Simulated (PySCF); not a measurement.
Electron correlation in Li+ (lithium, charge +1)

1s2, closed-shell 1S. Computed with PySCF 2.14 in dyall-acv3z (15s9p3d, 57 functions), with the non-relativistic Hamiltonian (point nucleus). Frozen: nothing; 2 electrons correlated; the 5 highest virtual orbitals of each spin left out.

With two correlated electrons CCSD is exact within the correlated space (frozen core and kept virtual orbitals).

```
level  correlation energy (mhartree)
 CCSD                         -41.23
```

Diagnostics: T1 = 0.00045, D1 = 0.0006, largest double amplitude 0.014.

Cost of the coupled-cluster step: of the order of 0.4 core-seconds, for 2 correlated electrons.

Iterations:

```
CC2 = 0
CCSD nocc = 1, nmo = 52
frozen orbitals [52, 53, 54, 55, 56]
max_cycle = 100
direct = 0
conv_tol = 1e-08
conv_tol_normt = 1e-06
diis_space = 8
diis_start_cycle = 0
Init t2, MP2 energy = -7.2735250793833  E_corr(MP2) -0.0371139640078543
Init E_corr(CCSD) = -0.0371139640078632
cycle = 1  E_corr(CCSD) = -0.0406424009003396  dE = -0.00352843689  norm(t1,t2) = 0.00513985
cycle = 2  E_corr(CCSD) = -0.0411361270721967  dE = -0.000493726172  norm(t1,t2) = 0.000848599
cycle = 3  E_corr(CCSD) = -0.0412300327973829  dE = -9.39057252e-05  norm(t1,t2) = 0.000169808
cycle = 4  E_corr(CCSD) = -0.0412280276387238  dE = 2.00515866e-06  norm(t1,t2) = 1.41571e-05
cycle = 5  E_corr(CCSD) = -0.0412279930306704  dE = 3.46080534e-08  norm(t1,t2) = 5.43144e-07
cycle = 6  E_corr(CCSD) = -0.041227998729516  dE = -5.69884558e-09  norm(t1,t2) = 9.33488e-08
CCSD converged
E(CCSD) = -7.277639114104959  E_corr = -0.04122799872951598
```
